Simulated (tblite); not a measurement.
Task: Give a GFN2-xTB geometry of `CN(C)/C=C/C=C/C=[N+](C)C`. (Charge +1.)

Result: 
```
atom  x, y, z in Å
C1    -4.783   -0.784    0.654
N2    -3.627   -0.046    0.216
C3    -3.874    1.250   -0.374
C4    -2.404   -0.519    0.352
C5    -1.233    0.113   -0.027
C6     0.006   -0.475    0.176
C7     1.220    0.098   -0.173
C8     2.416   -0.550    0.080
N9     3.626   -0.113   -0.207
C10    4.805   -0.876    0.116
C11    3.843    1.156   -0.864
H12   -5.322   -0.220    1.417
H13   -4.491   -1.746    1.070
H14   -5.458   -0.956   -0.186
H15   -3.381    2.035    0.201
H16   -4.943    1.445   -0.384
H17   -3.504    1.282   -1.400
H18   -2.327   -1.499    0.809
H19   -1.267    1.087   -0.490
H20    0.028   -1.452    0.644
H21    1.214    1.069   -0.644
H22    2.372   -1.518    0.563
H23    4.537   -1.806    0.610
H24    5.453   -0.300    0.779
H25    5.362   -1.109   -0.794
H26    4.909    1.310   -1.009
H27    3.352    1.174   -1.838
H28    3.451    1.976   -0.260
```

Any rigid rotation of these coordinates is as good. Atoms count from 1 in this order. Of the pairs four or more bonds apart, C3···H19 is among the closest relative to their van der Waals radii: 2.61 Å, 90 % of the sum of Bondi's values. C4 (carbon bonded to C, N and H) is planar (angles 126.3°, 117.9° and 115.7°, sum 360.0°, 0.00 Å off the plane of its three neighbours). C5 (alkene CH carbon) is planar (angles 121.5°, 120.2° and 118.3°, sum 360.0°, 0.00 Å off the plane of its three neighbours). The 6 C–N bonds span 1.318 Å (C8=N9, drawn double) to 1.445 Å (N2–C3, drawn single), a spread of 0.127 Å.

Bonds between heavy atoms (Å): C1–N2 1.440, N2–C3 1.445, N2–C4 1.318, C4=C5 1.384, C5–C6 1.387, C6=C7 1.387, C7–C8 1.384, C8=N9 1.318, N9–C10 1.440, N9–C11 1.445.

The geometry is computed with GFN2-xTB (gas phase).

Point group: near C2v, missed by 0.10 Å at most; the miss may be what the optimiser left on a soft mode (C2 holds within 0.08 Å). Its GFN2-xTB frequencies are all real (lowest 47 cm⁻¹). Torsions: C4–C5–C6–C7 180°, C6–C7–C8–N9 180°.

One conformer stands for the species.
